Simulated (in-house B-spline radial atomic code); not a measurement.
S is squeezed into an impenetrable sphere of radius R (the orbitals vanish at R). Level of theory: non-relativistic PBE, spin-polarised, spherical fractional occupations, point nucleus; calculated with a radial B-spline atomic code at the basis-set limit.

Energies in eV above the free atom in [Ne] 3s2 3p4:

```json
{"R (bohr)": "7.87", "highest level (eV)": "-5.94", "[Ne] 3s2 3p4": "0.01864", "[Ne] 3s1 3p4 3d1": "19.3", "[He] 2s2 2p5 3s2 3p4 3d1": "170.7", "-dE/dV in [Ne] 3s2 3p4 (GPa)": "0.0371"}
{"R (bohr)": "6.03", "highest level (eV)": "-5.58", "[Ne] 3s2 3p4": "0.2642", "[Ne] 3s1 3p4 3d1": "20.39", "[He] 2s2 2p5 3s2 3p4 3d1": "171.7", "-dE/dV in [Ne] 3s2 3p4 (GPa)": "0.912"}
{"R (bohr)": "5.27", "highest level (eV)": "-5.02", "[Ne] 3s2 3p4": "0.8086", "[Ne] 3s1 3p4 3d1": "21.59", "[He] 2s2 2p5 3s2 3p4 3d1": "172.7", "-dE/dV in [Ne] 3s2 3p4 (GPa)": "3.73"}
{"R (bohr)": "4.45", "highest level (eV)": "-3.52", "[Ne] 3s2 3p4": "2.809", "[Ne] 3s1 3p4 3d1": "24.72", "[He] 2s2 2p5 3s2 3p4 3d1": "175.2", "-dE/dV in [Ne] 3s2 3p4 (GPa)": "18.9"}
{"R (bohr)": "3.36", "highest level (eV)": "2.99", "[Ne] 3s2 3p4": "16.29", "[Ne] 3s1 3p4 3d1": "41.23", "[He] 2s2 2p5 3s2 3p4 3d1": "189.2", "-dE/dV in [Ne] 3s2 3p4 (GPa)": "209"}
{"R (bohr)": "3.09", "highest level (eV)": "6.59", "[Ne] 3s2 3p4": "25.82", "[Ne] 3s1 3p4 3d1": "51.93", "[He] 2s2 2p5 3s2 3p4 3d1": "198.9", "-dE/dV in [Ne] 3s2 3p4 (GPa)": "402"}
{"R (bohr)": "2.71", "highest level (eV)": "14.6", "[Ne] 3s2 3p4": "50.49", "[Ne] 3s1 3p4 3d1": "78.53", "[He] 2s2 2p5 3s2 3p4 3d1": "224.1", "-dE/dV in [Ne] 3s2 3p4 (GPa)": "1070"}
{"R (bohr)": "2.04", "highest level (eV)": "48.7", "[Ne] 3s2 3p4": "181.3", "[Ne] 3s1 3p4 3d1": "211", "[He] 2s2 2p5 3s2 3p4 3d1": "360.1", "-dE/dV in [Ne] 3s2 3p4 (GPa)": "7630"}
{"R (bohr)": "1.64", "highest level (eV)": "104", "[Ne] 3s2 3p4": "429.1", "[Ne] 3s1 3p4 3d1": "450.3", "[He] 2s2 2p5 3s2 3p4 3d1": "621.1", "-dE/dV in [Ne] 3s2 3p4 (GPa)": "31500"}
{"R (bohr)": "1.35", "highest level (eV)": "191", "[Ne] 3s2 3p4": "869.3", "[Ne] 3s1 3p4 3d1": "863", "[He] 2s2 2p5 3s2 3p4 3d1": "1086", "-dE/dV in [Ne] 3s2 3p4 (GPa)": "107000"}
```

Task: Does [Ne] 3s1 3p4 3d1 fall below [Ne] 3s2 3p4 under compression?

Result: Yes, between R = 1.64 and 1.35 bohr the order changes (near 1.42 bohr by linear interpolation).

Task: Does [He] 2s2 2p5 3s2 3p4 3d1 fall below [Ne] 3s2 3p4 under compression?

Result: No, it stays above over the whole range.

The highest level is first positive in the row R = 3.36 bohr, pushed up by confinement above the zero of the free ion's potential. Each configuration is held fixed and needn't be the lowest in the sphere.
